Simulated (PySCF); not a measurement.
UHF on Sc⁺ (scandium, charge +1)

Configuration: [Ar] 3d1 4s1, high-spin 3D determinant. All numbers are calculated (PySCF 2.14, the non-relativistic Hamiltonian (point nucleus), in cc-pVTZ (7s6p4d2f1g, 68 functions)).

- Total energy: -759.542593 hartree
- One-electron energy: -1034.9467 hartree
- Hartree (Coulomb) energy: 313.3599 hartree
- Exchange energy: -37.9558 hartree
- Kinetic energy: 759.56590 hartree
- ⟨S²⟩: 2.0018
- ⟨L²⟩: 6.021
- Sum of ⟨r⟩: 16.98 bohr
- Sum of ⟨r²⟩: 30.43 bohr²
- Traceless quadrupole moment −½Σ⟨3z² − r²⟩ along its main axis: 0.701 e·bohr²
- Density at the nucleus (Gaussians lack the cusp): 6140 bohr⁻³
- Spin density at the nucleus: 2.43 bohr⁻³
- Langevin diamagnetic susceptibility: -24.1 ×10⁻⁶ cm³/mol
- Time after the integrals: 0.83 s of wall time on 1 thread of Neoverse-N1 (shared host)

```json
{"shell": "1s α", "electrons": "1", "mean orbital energy (hartree)": "-166.15476", "spread (hartree)": "0", "rms radius, mean of both spins (bohr)": "0.0852"}
{"shell": "1s β", "electrons": "1", "mean orbital energy (hartree)": "-166.15212", "spread (hartree)": "0", "rms radius, mean of both spins (bohr)": "0.0852"}
{"shell": "2s α", "electrons": "1", "mean orbital energy (hartree)": "-19.34125", "spread (hartree)": "0", "rms radius, mean of both spins (bohr)": "0.373"}
{"shell": "2s β", "electrons": "1", "mean orbital energy (hartree)": "-19.32340", "spread (hartree)": "0", "rms radius, mean of both spins (bohr)": "0.373"}
{"shell": "2p α", "electrons": "3", "mean orbital energy (hartree)": "-15.92831", "spread (hartree)": "0.00252", "rms radius, mean of both spins (bohr)": "0.341"}
{"shell": "2p β", "electrons": "3", "mean orbital energy (hartree)": "-15.91352", "spread (hartree)": "0.01849", "rms radius, mean of both spins (bohr)": "0.341"}
{"shell": "3s α", "electrons": "1", "mean orbital energy (hartree)": "-2.85011", "spread (hartree)": "0", "rms radius, mean of both spins (bohr)": "1.16"}
{"shell": "3s β", "electrons": "1", "mean orbital energy (hartree)": "-2.78249", "spread (hartree)": "0", "rms radius, mean of both spins (bohr)": "1.16"}
{"shell": "3p α", "electrons": "3", "mean orbital energy (hartree)": "-1.86281", "spread (hartree)": "0.03902", "rms radius, mean of both spins (bohr)": "1.27"}
{"shell": "3p β", "electrons": "3", "mean orbital energy (hartree)": "-1.78790", "spread (hartree)": "0.05679", "rms radius, mean of both spins (bohr)": "1.27"}
{"shell": "3d α", "electrons": "1", "mean orbital energy (hartree)": "-0.60738", "spread (hartree)": "0", "rms radius, mean of both spins (bohr)": "1.84"}
{"shell": "4s α", "electrons": "1", "mean orbital energy (hartree)": "-0.44937", "spread (hartree)": "0", "rms radius, mean of both spins (bohr)": "3.70"}
```
